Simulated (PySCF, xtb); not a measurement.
C₃H₉Ga, SMILES [CH3][Ga]([CH3])[CH3].

GFN2-xTB run with xtb at its own geometry gives an orbital gap of 4.73 eV and a dipole moment of 0.00 D.

Geometry: ωB97X-D3(BJ)/def2-SVP. The isomer is the one that the SMILES or the coordinates give; other isomers of the formula were not compared.

**Question.** What does PBE0/def2-TZVP (PySCF) give? (An estimate is asked for; the answer gives what the named calculation found.)

**Answer.** gap 6.94 eV (levels -7.44 and -0.50 eV), dipole 0.00 D.
